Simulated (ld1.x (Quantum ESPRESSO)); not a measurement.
# u(r) = r·R(r): atom against pseudo-atom (Ti (Z = 22))

Columns: radius, all-electron u(r) and pseudo u(r) of the 4s shell (level -7.50 eV) of titanium in the configuration [Ar] 3d2 4s1.5 4p0; LDA (PZ), scalar-relativistic, TM scheme, ld1.x (Quantum ESPRESSO) 7.5.

| r (bohr) | all-electron | pseudo |
| --- | --- | --- |
| 0.192 | -0.1632 | -0.0193 |
| 0.385 | -0.0076 | -0.0404 |
| 0.578 | 0.2206 | -0.0653 |
| 0.770 | 0.2820 | -0.0958 |
| 0.962 | 0.2091 | -0.1343 |
| 1.155 | 0.0703 | -0.1830 |
| 1.348 | -0.0846 | -0.2425 |
| 1.540 | -0.2282 | -0.3111 |
| 1.732 | -0.3497 | -0.3848 |
| 1.925 | -0.4462 | -0.4571 |
| 2.118 | -0.5176 | -0.5196 |
| 2.310 | -0.5663 | -0.5665 |
| 2.502 | -0.5960 | -0.5960 |
| 2.695 | -0.6099 | -0.6099 |
| 2.888 | -0.6107 | -0.6107 |
| 3.080 | -0.6013 | -0.6013 |
| 3.272 | -0.5841 | -0.5841 |
| 3.465 | -0.5609 | -0.5609 |
| 3.658 | -0.5334 | -0.5334 |
| 3.850 | -0.5033 | -0.5033 |
| 4.043 | -0.4714 | -0.4714 |
| 4.235 | -0.4390 | -0.4390 |
| 4.428 | -0.4064 | -0.4064 |
| 4.620 | -0.3746 | -0.3746 |
| 4.812 | -0.3438 | -0.3438 |
| 5.005 | -0.3142 | -0.3142 |

(1) How many radial nodes do the two functions have?

(2) At about which radius was the pseudo-wave matched?

(3) Is the pseudo-wave norm-conserving?

Answers

(1) The all-electron 4s function has n − l − 1 = 3 (the table is too coarse to show those close to the nucleus); the pseudo-wave has 0, since the states of the same l below it are removed with the core.

(2) 2.75 bohr. The columns agree to 0.0005 from 2.31 bohr on; several derivatives are matched, so the curves merge somewhat inside the radius.

(3) Yes: the TM scheme keeps the norm inside the radius equal to the all-electron one, which fixes the energy derivative of the logarithmic derivative at the level.
